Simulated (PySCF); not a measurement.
Isomers of C5H11BO3. Method: TDDFT CAM-B3LYP/def2-SVPD, vertical, gas phase, core orbitals frozen in the response (PySCF). Geometries: PBE0-D3(BJ)/def2-SVP; one conformer of each isolated species. Triplets are in the Tamm–Dancoff approximation.

A. `CC(C)OB1OCCO1`
B. `CO[C@H]1C[C@@H](B(O)O)C1`
C. `C=COB(O)OC(C)C`
D. `CO[C@H]1C[C@H](B(O)O)C1`

Lowest singlet levels (six at most, fewer where fewer were computed) with oscillator strengths:

1. 6.44 eV (f 0.018); 6.89 eV (f 0.260); 7.26 eV (f 0.013); 7.46 eV (f 0.012); 8.04 eV (f 0.002); 8.26 eV (f 0.002); T1 4.28 eV
2. 7.08 eV (f 0.015); 7.26 eV (f 0.005); 7.71 eV (f 0.012); 7.86 eV (f 0.030); 7.91 eV (f 0.016); 8.00 eV (f 0.018); T1 6.92 eV
3. 7.10 eV (f 0.012); 7.34 eV (f 0.008); 7.67 eV (f 0.007); 7.81 eV (f 0.017); 7.87 eV (f 0.003); 8.14 eV (f 0.010); T1 6.97 eV
4. 7.18 eV (f 0.000); 7.78 eV (f 0.008); 8.07 eV (f 0.000); 8.46 eV (f 0.015); 8.54 eV (f 0.017); 8.61 eV (f 0.006); T1 7.01 eV

Question: Match each spectrum to its molecule.

Answer: 1 = C, 2 = B, 3 = D, 4 = A.
- A: S1 at 7.18 eV, HOMO→LUMO (84%); Löwdin shares by element: HOMO oxygen 54% or more, carbon 17% or more (atoms not listed hold the other 29%); LUMO boron 41%, carbon 16% or more, oxygen 5% or more (atoms not listed hold the other 38%); HOMO -9.39 and LUMO 0.87 eV.
- B: S1 at 7.08 eV, HOMO→LUMO+1 (55%), HOMO→LUMO (24%), HOMO→LUMO+2 (14%); Löwdin shares by element: HOMO oxygen 47% or more, carbon 30% or more (atoms not listed hold the other 23%); LUMO boron 46%, oxygen 22% or more, hydrogen 8% or more (atoms not listed hold the other 24%); HOMO -8.70 and LUMO 0.62 eV.
- C: S1 at 6.44 eV, HOMO→LUMO (81%), HOMO→LUMO+3 (14%); Löwdin shares by element: HOMO carbon 66% or more, oxygen 20% or more; LUMO boron 42%, oxygen 25% or more, hydrogen 9% or more (atoms not listed hold the other 24%); HOMO -8.27 and LUMO 0.75 eV.
- D: S1 at 7.10 eV, HOMO→LUMO (40%), HOMO→LUMO+2 (35%), HOMO→LUMO+1 (16%); Löwdin shares by element: HOMO oxygen 50% or more, carbon 30% or more (atoms not listed hold the other 20%); LUMO boron 44%, oxygen 24% or more, hydrogen 9% or more (atoms not listed hold the other 23%); HOMO -8.68 and LUMO 0.57 eV.
A and B have S1 within 0.10 eV of each other; their strongest listed levels stand at 8.54 eV (f 0.017) and 7.86 eV (f 0.030).
A and D have S1 within 0.08 eV of each other; their strongest listed levels stand at 8.54 eV (f 0.017) and 7.81 eV (f 0.017).
B and D have S1 within 0.03 eV of each other; their strongest listed levels stand at 7.86 eV (f 0.030) and 7.81 eV (f 0.017).

Without π bonds the low states are Rydberg-like; a valence basis with one diffuse set may place them up to an eV too high.
